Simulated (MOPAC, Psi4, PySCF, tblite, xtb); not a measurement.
Dimer CH3Cl ··· F4Si (SMILES CCl and F[Si](F)(F)F), singlet at R = 4.38 Å between the centres of mass, closest contact 3.03 Å (a random orientation, not optimised). Geometry in Å and degrees:

```
F
Si 1 1.5675
F 2 1.5675 1 109.46
F 2 1.5676 3 109.37 1 120.02
F 2 1.5677 3 109.55 4 120.02
H 1 3.0265 2 94.86 3 163.10
C 6 1.0858 1 120.70 2 148.22
H 7 1.0858 6 110.57 1 -124.55
H 7 1.0858 8 110.57 6 122.80
Cl 7 1.7944 8 108.35 9 118.60
```

Computed with: GFN2-xTB (tblite); SAPT0/jun-cc-pVDZ, frozen core (Psi4); PBE/def2-TZVP, counterpoise-corrected (Psi4); PBE-D3(BJ)/def2-TZVP, counterpoise-corrected (Psi4); HF/aug-cc-pVDZ, counterpoise-corrected (Psi4); MP2/aug-cc-pVDZ = DF-MP2/aug-cc-pVDZ, frozen core, counterpoise-corrected in Psi4 1.11; SCS-MP2/aug-cc-pVDZ = Psi4 with DF-SCS-MP2/aug-cc-pVDZ, frozen core, counterpoise-corrected; PM7, restricted, heats of formation (MOPAC); AM1, restricted, heats of formation (MOPAC); GFN1-xTB (xtb); RKS-B3LYP/6-31G* = restricted B3LYP/6-31G*, spherical d, no counterpoise correction run with PySCF 2.14.0; RHF/3-21G = restricted Hartree-Fock/3-21G, no counterpoise correction (PySCF 2.14.0); RKS-M06-2X/6-31G* = restricted M06-2X/6-31G*, spherical d, no counterpoise correction in PySCF; RHF/STO-3G = restricted Hartree-Fock/STO-3G, no counterpoise correction (PySCF).

Problem. What interaction energy does each level give?

Solution. 
```tsv
method	E_int / kcal/mol
PM7	-0.83
GFN2-xTB	-0.81
RKS-M06-2X/6-31G*	-0.73
GFN1-xTB	-0.63
PBE-D3(BJ)/def2-TZVP	-0.49
RKS-B3LYP/6-31G*	-0.17
MP2/aug-cc-pVDZ	0.10
RHF/3-21G	0.30
SCS-MP2/aug-cc-pVDZ	0.37
PBE/def2-TZVP	0.43
RHF/STO-3G	0.69
SAPT0/jun-cc-pVDZ	0.73
AM1	1.24
HF/aug-cc-pVDZ	1.28
```
